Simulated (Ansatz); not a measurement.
CH4AlF2N (SMILES C[NH][Al]([F])[F]), singlet, geometry from GFN2-xTB (such geometries of metal compounds can be far from the true shape); MP2/def2-SVP (Ansatz, an electronic-structure program).

The Ansatz input:
Ansatz 0.2 input:
```yaml
crystal:
  periodic: [false, false, false]
  atoms:
    - {symbol: Al, position_ang: [0.21365704, 0.38779244, 0.31759625]}
    - {symbol: F, position_ang: [1.60612922, 0.96547374, 0.97191782]}
    - {symbol: F, position_ang: [-1.18379662, 1.18332346, 0.65944486]}
    - {symbol: N, position_ang: [0.22107563, -1.04534508, -0.72167103]}
    - {symbol: C, position_ang: [-0.92225956, -1.67384830, -1.37086379]}
    - {symbol: H, position_ang: [1.08665733, -1.52633535, -0.92487280]}
    - {symbol: H, position_ang: [-1.04908301, -2.70628264, -1.03382730]}
    - {symbol: H, position_ang: [-0.80876905, -1.67198902, -2.45839076]}
    - {symbol: H, position_ang: [-1.82131223, -1.11536418, -1.11704453]}
basis:
  gaussian:
    orbitals: def2-SVP
magnetization: {spin_polarized: false}
correlation: {method: mp2}
```

Output, abridged:

```
Functional definition: HF
909 factors; integrals over basis functions are off by at most 1.5e-3 eV
mean field evaluation 1: about -14562.8758 eV, gradient 4.5e1 eV
mean field evaluation 2: about -14562.9451 eV, gradient 4.5e1 eV
mean field evaluation 4: about -14566.7160 eV, gradient 2.5e0 eV
mean field evaluation 8: about -14566.7479 eV, gradient 1.7e-1 eV
mean field -14566.74800713 eV, -535.3181155655 hartree, gradient 1.1e-6 eV, S^2 0.000000; 0 other end points of the search recorded, 0 dependent functions left out
9 core orbitals not correlated
reference -14566.74800713 eV, -535.3181155655 hartree; 15, 15 occupied and 70, 70 virtual orbitals, 909 factors
second order -20.21666843 eV of doubles, -0.00000000 eV of singles
Total energy: -14586.96467556 eV, -536.0610644272 hartree
```
